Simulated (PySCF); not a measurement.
Spin states of Os₂

Unrestricted PBE0; basis Os def2-TZVPP with ECP60; scalar-relativistic core potentials; PySCF 2.14. Outer shells of the fragments: Os 5d6 6s2; Os 5d6 6s2.

Followed along the bond (rough minima from three points):

```
2Ms+1            unpaired  ⟨S²⟩ at the start  R at minimum (Å)  Te (eV)
    7    σ ↑, π ↑↑, δ ↑↑↑              12.06              2.23     0.00
    9  σ ↑↑, π ↑↑, δ ↑↑↑↑              20.10              2.37     0.47
    7        π ↑↑, δ ↑↑↑↑              12.10              2.33     0.67
    7    σ ↑↑, π ↑↑, δ ↑↑              12.04              2.30     0.90
    3      σ ↑, π ↑↑, δ ↓               4.43              2.28     0.95
    9  σ ↑↑↑, π ↑↑, δ ↑↑↑              20.08              2.42     1.08
```

Solutions found at the starting distance of 2.450 Å, counted from the lowest of them; the search is not exhaustive and high or unbound solutions are not listed, so other states can lie among these:

```json
{"2Ms+1": "7", "unpaired": "σ ↑, π ↑↑, δ ↑↑↑", "term": "⁷Δ", "E (eV)": "0.00", "⟨S²⟩": "12.06", "⟨Lz²⟩": "4.01"}
{"2Ms+1": "9", "unpaired": "σ ↑↑, π ↑↑, δ ↑↑↑↑", "term": "⁹Σ⁻", "E (eV)": "0.00", "⟨S²⟩": "20.10", "⟨Lz²⟩": "0.00"}
{"2Ms+1": "7", "unpaired": "π ↑↑, δ ↑↑↑↑", "term": "⁷Σ⁻", "E (eV)": "0.33", "⟨S²⟩": "12.10", "⟨Lz²⟩": "0.00"}
{"2Ms+1": "9", "unpaired": "σ ↑↑↑, π ↑↑, δ ↑↑↑", "term": "⁹Δ", "E (eV)": "0.55", "⟨S²⟩": "20.08", "⟨Lz²⟩": "4.00"}
{"2Ms+1": "7", "unpaired": "σ ↑↑, π ↑↑, δ ↑↑", "term": "mixed", "E (eV)": "0.60", "⟨S²⟩": "12.04", "⟨Lz²⟩": "7.25"}
{"2Ms+1": "3", "unpaired": "σ ↑, π ↑↑, δ ↓", "term": "mixed", "E (eV)": "0.67", "⟨S²⟩": "4.43", "⟨Lz²⟩": "4.01"}
```

A term symbol is given only where ⟨S²⟩ and ⟨Lz²⟩ are close to those of a pure state; real π, δ and φ orbitals otherwise mix terms, and g/u labels are left off.

Problem. Compare the gap between the two lowest followed solutions at the starting distance with the gap between their minima.

Solution. At PBE0 the second solution (nonet, unpaired electrons σ ↑↑, π ↑↑, δ ↑↑↑↑) lies +0.00 eV from the first (septet, unpaired electrons σ ↑, π ↑↑, δ ↑↑↑) at 2.450 Å and +0.47 eV at the minima; the two curves relax by different amounts, since their minima lie near 2.37 and 2.23 Å.

Spin–orbit coupling is left out. The state is the lowest single determinant that the PBE0 search found; with open d or f shells the true ground state can be another one.
